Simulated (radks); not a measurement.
Spherical quantum dot in the effective-mass picture: electrons in a well V = -V0 / (1 + exp((r - R)/a)) with V0 = 22.2, R = 2.88, a = 0.23, with a point charge +1 (a donor) at the centre, all in effective atomic units (hartree* = m*/eps^2 hartree, bohr* = eps/m* bohr), one dielectric constant everywhere. Calculated with a radial shooting solver with Libxc functionals: non-relativistic Kohn-Sham, LDA (Slater exchange, Perdew-Wang correlation), spin-polarised, spherical densities. Levels are named by radial order and angular momentum (1s, 1p, 1d, 2s, ...), and open shells are averaged over m. Results are scaled to m* = 0.043 and eps = 6.1, for which hartree* = 31.45 meV and bohr* = 7.507 nm.

N = 12, configuration 1s2 1p6 1d(up 4, down 0). This is the lowest configuration that the search found. Occupied and some empty levels:

level    occupation  eigenvalue (meV)  <r> (nm)
1s up             1           -507.21     10.59
1s down           1           -504.65     10.40
1p up             3           -487.03     12.76
1p down           3           -483.77     12.71
1d up             4           -462.23     13.80
1d down           0           -458.79     13.80
2s up             0           -453.58     9.746
2s down           0           -451.87     9.859
1f up             0           -431.76     14.57
1f down           0           -428.29     14.58
2p up             0           -405.21     11.39
2p down           0           -403.15     11.39

Energy (meV): total -6916.71, kinetic 492.96, external -8422.1, Hartree 1202.6, exchange-correlation -190.20.
